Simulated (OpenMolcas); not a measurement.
V2+ (d3) on a cation site of an ionic host was computed by CASSCF with the d shell active (OpenMolcas, ANO-RCC-VTZP on the metal). Its lowest spin-free states, and all those of the highest spin:

```json
{"2S+1": "4", "Degeneracy": "1", "E (cm-1)": "0.0"}
{"2S+1": "4", "Degeneracy": "3", "E (cm-1)": "11198"}
{"2S+1": "2", "Degeneracy": "2", "E (cm-1)": "16739"}
{"2S+1": "2", "Degeneracy": "3", "E (cm-1)": "17567"}
{"2S+1": "4", "Degeneracy": "3", "E (cm-1)": "18260"}
{"2S+1": "2", "Degeneracy": "3", "E (cm-1)": "23436"}
{"2S+1": "2", "Degeneracy": "1", "E (cm-1)": "25333"}
{"2S+1": "2", "Degeneracy": "3", "E (cm-1)": "28452"}
{"2S+1": "2", "Degeneracy": "3", "E (cm-1)": "29011"}
{"2S+1": "4", "Degeneracy": "3", "E (cm-1)": "29960"}
{"2S+1": "2", "Degeneracy": "2", "E (cm-1)": "30776"}
{"2S+1": "2", "Degeneracy": "3", "E (cm-1)": "34645"}
```

**Question.** Is the site octahedral, tetrahedral or cube-like, axial, or of lower symmetry?

**Answer.** The states with 2S+1 = 4 have orbital degeneracies 1, 3, 3, 3. Threefold states need a cubic site. For d3 at this spin an octahedron puts the single A2 below the threefold T2 and a tetrahedron or cube puts the threefold T1 below the threefold T2, so the site is octahedral. The first gap at this spin, 11200 cm-1, is |10Dq| in ligand-field theory. The run had V2+ with its 6 nearest fluoride ions at 2.074 Å, on the Zn site of KZnF3 (a = 4.054 Å, distance in the model lattice 2.027 Å). The rest of the host is ab initio model potentials to 7.6 Å, with orthogonalisation functions on the cations behind the ligands, and point charges beyond; the distance is set by hand and nothing relaxes. Ligand basis ANO-RCC-VDZP.

Without dynamic correlation the repulsion within the d shell is too large (B by tens of per cent), so at a given field states of lower spin stand too high. Ligand-to-metal charge-transfer states are missing. With no ligand orbital active B as a rule stays too high, so bands that hang on it stand too high and its fall with covalency is understated. With metal d orbitals alone and no dynamic correlation 10Dq can be off by a tenth to a fifth, either way, in oxide and fluoride hosts. No measured value stands beside these numbers; the geometry was set by hand and not optimised.
